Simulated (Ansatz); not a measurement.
Basis sets compared for mer-Co(OH)3(H2O)3 (CoO6H9). Charge 0, multiplicity 1. Geometry PBE0-D4/def2-SVP. Ansatz on 4 threads of Arm Neoverse V2 on a shared host; times are rough, and most runs start from earlier orbitals.

```xyz
16

Co    0.073   -0.006   -0.015
O     0.855   -0.189   -1.698
O    -0.979    0.220    1.546
O     1.665    0.010    0.868
O    -1.819    0.037   -0.712
O     0.045   -1.933   -0.315
O     0.248    1.912    0.273
H     1.764    0.131   -1.666
H    -0.646   -0.306    2.280
H     2.270   -0.607    0.442
H    -2.012    0.870   -1.160
H    -2.056    0.138    0.252
H     0.526   -1.612   -1.165
H    -0.853   -2.152   -0.602
H     1.178    1.741    0.558
H    -0.260    1.744    1.114
```

The restricted singlet is unstable towards broken spin symmetry in Hartree–Fock (as tested in another run); at PBE-D4/def2-SVP, PBE-D4/def2-TZVP, PBE0-D4/def2-SVP, PBE0-D4/def2-TZVP this wasn't settled. No other spin state of charge 0 was run. Another isomer (singlet) lies 0.24 eV lower at PBE0-D4/def2-TZVP; other spin states weren't run for this one.

Binding counts from free atoms (Co quartet, O triplet, H doublet) in the same basis, without a counterpoise term.

| level | functions | energy (Eh) | HOMO (eV) | LUMO (eV) | binding per atom (eV) | wall time |
| --- | --- | --- | --- | --- | --- | --- |
| PBE-D4/def2-SVP | 160 | -1838.3747 | -4.06 | -2.69 | 3.63 | 1.9 s |
| PBE0-D4/def2-SVP | 160 | -1838.3485 | -6.88 | -1.58 | 3.41 | 3.1 s |

**Question.** Estimate the rows for PBE-D4/def2-TZVP (with forces), PBE0-D4/def2-TZVP.

**Answer.** 
| level | functions | energy (Eh) | HOMO (eV) | LUMO (eV) | binding per atom (eV) | wall time |
| --- | --- | --- | --- | --- | --- | --- |
| PBE-D4/def2-TZVP (with forces) | 285 | -1839.1327 | -4.59 | -3.16 | 3.56 | 4.2 s |
| PBE0-D4/def2-TZVP | 285 | -1839.0927 | -7.23 | -1.88 | 3.37 | 6.5 s |
